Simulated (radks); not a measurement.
These are the eigenvalues of the occupied orbitals of an atom or ion with whole-number occupations (hartree). All-electron calculation, scalar-relativistic Kohn-Sham, r2SCAN, spin-polarised, spherical densities, finite nucleus; meta-GGA in the generalised Kohn-Sham scheme; Fermi nuclear charge, rms radius of each element as measured or else 0.836 A^(1/3) + 0.57 fm. Program: a radial shooting solver on a logarithmic mesh with Libxc functionals.

orbital  eigenvalue
1s down   -2558.980
1s up     -2558.980
2s up     -444.8190
2s down   -444.8104
2p up     -389.2718
2p down   -389.2651
3s up     -104.8852
3s down   -104.8546
3p up     -88.35815
3p down   -88.32671
3d up     -69.30519
3d down   -69.27765
4s up     -23.94213
4s down   -23.88178
4p up     -18.48278
4p down   -18.42467
4d up     -11.52766
4d down   -11.46910
5s up      -5.33797
5s down    -5.26624
5p up      -3.92385
5p down    -3.83950
4f up      -3.81665
4f down    -3.75358
5d up      -2.21478

Which element is it, and in what charge state? The configuration may be excited. Open shells, if any, are filled with parallel spins first.

Answer. Z = 74, tungsten, charge +5: W5+ in [Xe] 4f13 5d2. The list shows which subshells hold electrons but not how many an open one holds; the 1s level, -2559 hartree, gives Z - s = 71.5 by -(Z - s)^2/2, which with screening and relativity narrows Z to a few neighbours, and the depths of the outer levels then fix element, charge and occupations together.
